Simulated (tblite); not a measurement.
Compound: C6H12OSSi.
Z-matrix (Å and degrees, GFN2-xTB geometry), rows numbered from 1:
```
C 
C   1  1.3303
S   2  1.7726  1  122.74
C   3  1.8227  2  102.13  1    23.99
C   2  1.4661  1  122.68  3   176.98
Si  5  1.9087  2  119.64  1  -136.92
C   5  1.5327  2  119.28  1   145.86
O   7  1.3930  5  115.16  6  -115.66
C   8  1.4013  7  113.89  5   151.68
H   1  1.0769  2  120.42  3  -177.78
H   1  1.0740  2  123.35  3     2.70
H   4  1.0853  3  109.78  2    44.28
H   4  1.0853  3  105.84  2   163.20
H   4  1.0859  3  110.45  2   -78.30
H   5  1.0856  2  112.09  1     8.91
H   6  1.4517  5  115.23  7  -102.52
H   6  1.4443  5  118.20  7   105.73
H   7  1.0935  5  114.14  6   112.26
H   9  1.0978  8  110.95  7   -58.14
H   9  1.0878  8  106.67  7  -177.63
H   9  1.0972  8  111.13  7    62.91
```

All values are computed: GFN2-xTB (tblite) harmonic vibrations without scaling, gas phase. Against measured fundamentals such values can be off by several per cent, at times by over 20. Modes of hydrogen on silicon can be 10 to 20 % off. One conformer, not necessarily the lowest.

Harmonic wavenumbers (cm⁻¹): 53.1, 55.9, 86.1, 132.3, 139.3, 178.3, 197.0, 215.5, 246.3, 310.1, 333.0, 370.2, 443.9, 478.1, 501.6, 515.6, 587.0, 627.3, 672.3, 694.0, 716.0, 723.0, 736.2, 821.8, 874.7, 929.4, 941.9, 959.1, 985.2, 1027.7, 1063.9, 1132.5, 1146.2, 1189.3, 1208.9, 1261.8, 1291.9, 1309.1, 1401.7, 1412.9, 1451.0, 1463.0, 1467.7, 1484.0, 1649.8, 2359.8, 2430.4, 2882.5, 2887.3, 2913.5, 3005.6, 3027.1, 3031.6, 3036.8, 3055.6, 3104.5, 3148.3.

A = 1626, B = 917.9, C = 762.3 MHz; mass 160.038 u (most abundant isotopes); point group C1, symmetry number 1.

**Question.** What is the zero-point energy?

**Answer.** ½Σν̃ = 35184 cm⁻¹ = 100.60 kcal/mol.

**Question.** Entropy at 350 K, 1 bar (ideal gas, RRHO, classical rotation)?

**Answer.** Translation 41.94, rotation 30.50, vibration 43.86: S = 116.3 cal/(mol K).

**Question.** And Cp and H(350 K) − H(0)?

**Answer.** Cp = 52.37 cal/(mol K), of which vibrations give 44.42 (their classical limit is 57 R = 113.3); H(350 K) − H(0) = 10.83 kcal/mol without the zero-point energy, 8.05 from vibrations.

**Question.** Which modes carry the vibrational entropy at 350 K?

**Answer.** 53.1 cm⁻¹: 5.02; 55.9 cm⁻¹: 4.91; 86.1 cm⁻¹: 4.06; 132.3 cm⁻¹: 3.22; 139.3 cm⁻¹: 3.12; 178.3 cm⁻¹: 2.65 cal/(mol K); the other 51 give 20.87 together.

**Question.** What must be added to the electronic energy to get the Gibbs energy at 350 K and 1 bar?

**Answer.** ZPE + [H(350 K) − H(0)] − T·S = 100.60 + 10.83 − 40.71 = 70.72 kcal/mol.

**Question.** Blend soft modes into free rotors: weight 1/[1 + (100 cm⁻¹/ν̃)⁴] for the oscillator and the rest for a rotor with moment μB/(μ + B), μ = h/(8π²ν), B = 10⁻⁴⁴ kg m². What vibrational entropy results?

**Answer.** 40.58 cal/(mol K) in place of 43.86, which changes −T·S at 350 K by +1.15 kcal/mol.

Hindered rotation and anharmonicity are outside this model. Other conformers, if any are populated, would add a mixing term that is left out. The structure is chiral; the term R ln 2 for an equal mix with its mirror image is left out.
